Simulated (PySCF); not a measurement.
Potential energy surface of F2Zn, singlet: symmetric bend, bond length relaxed. Scanned: F-Zn-F angle. Other coordinates (Zn-F bond length) were minimised at PBE0/def2-TZVP.

The free coordinates were minimised at PBE0/def2-TZVP in PySCF; the energy column is CCSD(T) on RHF/def2-TZVP, 7 core orbitals frozen run with PySCF, in kJ/mol.

```
a / °  Zn-F bond length / Å      E
-----  --------------------  -----
180                   1.732    0.0
170                   1.733    2.4
160                   1.736    9.6
150                   1.741   21.5
140                   1.749   37.8
130                   1.756   58.2
120                   1.764   82.6
110                   1.774  111.2
100                   1.784  145.2
90                    1.796  187.4
80                    1.820  243.8
```
